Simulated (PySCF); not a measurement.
C2HF2O2, SMILES O=C(O)[C](F)F, multiplicity 2. Atoms are numbered in the order given.

```xyz
7

O     -1.2294     1.3231     0.0000
C     -0.1458     0.7681     0.0000
O      1.0521     1.4003     0.0000
C      0.0131    -0.6656     0.0000
F     -1.0186    -1.4682     0.0000
F      1.1703    -1.2825     0.0000
H      0.8495     2.3535     0.0000
```
Charge 0, spin multiplicity 2.

Coordinates come from a TPSSh-D3(BJ)/def2-SVP optimisation. The geometry has at least one imaginary mode, so it is a saddle point at that level. The isomer is the one that the SMILES or the coordinates give; other isomers of the formula were not compared. The values are those of a single conformer.

Level of theory: PBE/pcH-1 in PySCF.

Unrestricted Kohn–Sham, ⟨S²⟩ = 0.753. Hyperfine tensors hold the contact and dipolar terms, without spin-orbit corrections.

Computed hyperfine couplings:
| nucleus | A(iso) (MHz) | A(iso) (G) | dipolar principal values (MHz) |
|---|---|---|---|
| 17O no. 1 | -6.7 | -2.4 | -59.4, 29.2, 30.2 |
| 13C no. 2 | -34.0 | -12.1 | -4.3, -0.6, 4.9 |
| 17O no. 3 | 3.5 | 1.3 | -13.4, 6.0, 7.4 |
| 13C no. 4 | 65.9 | 23.5 | -68.5, -68.1, 136.6 |
| 19F no. 5 | 84.2 | 30.0 | -232.0, -206.8, 438.8 |
| 19F no. 6 | 90.0 | 32.1 | -229.0, -205.7, 434.8 |
| 1H no. 7 | -4.9 | -1.7 | -3.1, -2.9, 6.1 |

Problem. And the g tensor (effective nuclear charges for spin-orbit coupling, GIAO)? (Estimate from the structure and the level; the computed values follow.)

Solution. principal values 2.0019, 2.0060, 2.0070; isotropic 2.0050.
